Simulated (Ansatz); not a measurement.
C3H6BBr, SMILES `CC1CB1Br`, relaxed with RKS PBE-D4/def2-SVP in Ansatz from a rough embedded geometry. The force threshold is 0.03 eV/Å; the program also tests the step.

The species carries charge 0 and has multiplicity 1.

Start:

```xyz
11

C     0.413   -1.045    0.799
C     0.473    0.320    0.209
C    -0.811    0.964   -0.015
B    -0.112    0.503   -1.297
Br    0.129    0.201   -3.296
H    -0.476   -1.683    0.386
H     0.345   -1.044    1.882
H     1.300   -1.625    0.471
H     1.312    0.950    0.508
H    -0.832    2.081    0.112
H    -1.742    0.379    0.241
```

**Question.** How much energy does the relaxation release, and in how many steps? (Estimate.)

**Answer.** Ansatz gave: 15.73 kcal/mol, in 7 steps.

**Question.** Which bonds change most? (An estimate is asked.)

**Answer.** The calculation gave: B4–Br5 from 2.037 to 1.886 Å; C2–C3 from 1.453 to 1.574 Å; C2–B4 from 1.626 to 1.533 Å; C1–H6 from 1.170 to 1.110 Å.

**Question.** Give the relaxed structure. (Estimate.)

**Answer.** The calculation gave: 
```xyz
11

C     0.452   -1.121    0.780
C     0.468    0.247    0.119
C    -0.872    1.042   -0.104
B    -0.066    0.516   -1.293
Br    0.067    0.239   -3.154
H    -0.381   -1.747    0.400
H     0.332   -1.042    1.882
H     1.393   -1.674    0.581
H     1.300    0.897    0.456
H    -0.878    2.112    0.167
H    -1.816    0.532    0.165
```
